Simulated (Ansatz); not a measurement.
Program: Ansatz. Geometries: PBE0-D4/def2-TZVP. ΔE: electronic, gas phase. CCSD(T)/CBS is the MP2 limit (def2-TZVPP, def2-QZVPP) plus CCSD(T) − MP2 in def2-TZVPP, frozen cores. This one scheme is used for every species. For Ge outer-core shells are correlated without core-valence functions, which leaves a few kJ/mol of doubt a bond. Scalar relativity is left out up to krypton.

`C[B]1[O][GeH2]1` + SiH₄ → `[SiH3][B]1[O][GeH2]1` + CH₄  (formal exchange of groups at a B–C bond)

```csv
species,CCSD/CBS(def2) energy (Eh)
`C[B]1[O][GeH2]1`,-2217.13361
SiH₄,-291.45922
`[SiH3][B]1[O][GeH2]1`,-2468.13178
CH₄,-40.45584
```

**Question.** Work out ΔE.

**Answer.** ΔE = (-2468.13178) + (-40.45584) − (-2217.13361) − (-291.45922) = 0.00521 Eh = +13.7 kJ/mol. CCSD(T)/CBS gives +11.3 kJ/mol.

Largest T1 diagnostic among the species: 0.016.

From PBE to PBE0 (25 % exact exchange), in def2-TZVPP and without D4, ΔE moves by +4.7 kJ/mol. In def2-TZVPP, CCSD(T) changes the Hartree–Fock value by −11.1 kJ/mol (the triples alone add −2.4 kJ/mol) and MP2 by −7.3 kJ/mol.
